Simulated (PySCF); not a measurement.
H$_{3}$O$_{3}$Ti, doublet, geometry from GFN2-xTB (such geometries of metal compounds can be far from the true shape) (the multiplicity is a formal guess).

The PySCF input:
```python
from pyscf import gto, scf, dft

mol = gto.Mole()
mol.atom = '''
    Ti   -0.00000000    0.00000000   -0.00000000
    O     1.48908689   -0.02114347   -0.87079164
    H     2.31453910   -0.49707903   -0.73753591
    O    -0.18885001   -0.97643118    1.40961793
    H    -0.92135724   -1.10344426    2.02030929
    O    -1.30023687    0.99757465   -0.53882628
    H    -1.39318186    1.60052328   -1.28277338
'''
mol.basis = '3-21g'
mol.spin = 1
mol.verbose = 4
mol.build()

mf = dft.UKS(mol)
mf.xc = 'pbe0'
mf.kernel()
```

Q: Give the nuclear repulsion energy at the level PBE0/3-21G in PySCF.

A: 230.6733 Eh

Q: What total energy does PBE0/3-21G give?

A: -1071.2382 Eh

Q: Estimate the <S^2> that PBE0/3-21G returns for this input.

A: 0.753

Q: What is the computed dipole moment (PBE0/3-21G)?

A: 0.00 D

Q: What is the computed Mulliken (on the basis functions themselves) charges in atom order (PBE0/3-21G)?

A: Ti1 0.93, O2 -0.70, H3 0.39, O4 -0.70, H5 0.39, O6 -0.70, H7 0.39

These values belong to the state on which the SCF converged, which isn't shown to be the lowest.
